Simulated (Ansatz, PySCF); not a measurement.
Gas-phase reaction in SMILES: FC1(F)COC1 + 6 [H][H] (H2) → 3 C (CH4) + 2 F (HF) + O (H2O)
Each molecule is optimised on its own at B3LYP-D3(BJ)/def2-TZVP (Ansatz, an electronic-structure program), one conformer each, not searched for the lowest.
Geometry of the first species:
SMILES: FC1(F)COC1
```xyz
10

F     -0.3333     1.4187     0.7626
C     -0.1539     0.3804    -0.0953
F     -0.5655     0.8030    -1.3194
C      1.2221    -0.2811    -0.0532
O      0.6160    -1.5226     0.3816
C     -0.7192    -0.9618     0.3647
H      1.7111    -0.3734    -1.0239
H      1.9025     0.1340     0.6917
H     -1.1773    -0.9459     1.3546
H     -1.3687    -1.4533    -0.3610
```

Property: energy of full hydrogenation (enthalpy at 298 K, with B3LYP-D3(BJ) rigid-rotor harmonic-oscillator terms from PySCF), in kcal/mol. Valence correlation only, unless marked. Spin-orbit coupling is left out. Non-relativistic. CBS marks a two-point X^-3 extrapolation of the correlation energy; Hartree-Fock from the larger set. The bracket is a focal-point correction in the basis named.

```tsv
level	program	energy of full hydrogenation (kcal/mol)
HSE06-D4/def2-TZVPD	Ansatz + dftd4	[?]
LC-wPBE-D4/def2-TZVPD	Ansatz + dftd4	-116.7
B2GP-PLYP-D3(BJ)/def2-TZVPD	Ansatz + dftd3	-118.3
B2PLYP/def2-TZVPD	Ansatz	[?]
RI-MP2/CBS(cc-pVTZ,cc-pVQZ)+[CCSD(T)-MP2]/cc-pVTZ	Ansatz	-121.6
```

### Question
What belongs in the gaps?

### Answer

- HSE06-D4/def2-TZVPD, energy of full hydrogenation (kcal/mol): -118.5
- B2PLYP/def2-TZVPD, energy of full hydrogenation (kcal/mol): -118.8
